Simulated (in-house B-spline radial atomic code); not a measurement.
A calculation on the calcium ion Ca⁸⁺: its settings, and results tabulated from the run. Computed with a B-spline radial code for spherical atoms: scalar-relativistic (X2C) BP86, spin-polarised, spherical fractional occupations, Fermi nucleus of rms radius 3.4776 fm.

Command:
```bash
python run_scf.py task.json out
```
Settings (nuclear radius in fm, mass in u):
```
Z                20
configuration    [Ne] 3s2
hamiltonian      x2c
method           b88,p86
spin_polarised   True
nucleus          fermi
rms_radius       3.4776
atomic_mass      39.96259
speed_of_light   137.035999084
```

Output (hartree, bohr):
```
 radial grid: 65 intervals, B-splines of order 8, outer radius 7.931 bohr

 iter        energy (Eh)    residual
    1        -650.368801    1.10e+00
    2        -657.698857    3.29e-01
    3        -658.263433    1.19e-01
    4        -658.342205    4.22e-02
    5        -658.353088    1.25e-02
    6        -658.354083    7.09e-05
    7        -658.354083    2.84e-06
    8        -658.354083    2.32e-08

 total energy                      -658.35408
 kinetic                             663.8472
 electron-nucleus                  -1489.5289
 Hartree                             199.1347
 exchange-correlation                -31.8071

 orbital      occ     eigenvalue          <r>       <r^2>       <1/r>       <r^4>       r_max
 1s up      1.000      -151.4900    0.0765583  0.00789626     19.9152 0.000161148        0.05
 1s down    1.000      -151.4900    0.0765583  0.00789626     19.9152 0.000161148        0.05
 2s up      1.000       -21.1940      0.36083    0.153961     4.10573   0.0416543      0.2985
 2s down    1.000       -21.1940      0.36083    0.153961     4.10573   0.0416543      0.2985
 2p up      3.000       -18.3182     0.323434    0.129025     3.99121   0.0341634      0.2448
 2p down    3.000       -18.3182     0.323434    0.129025     3.99121   0.0341634      0.2448
 3s up      1.000        -6.5741     0.998089     1.13156     1.42656     1.90367      0.9155
 3s down    1.000        -6.5741     0.998089     1.13156     1.42656     1.90367      0.9155
```

Run time, properties included: 0.14 s on 1 thread of Arm Neoverse V2, on a shared host.
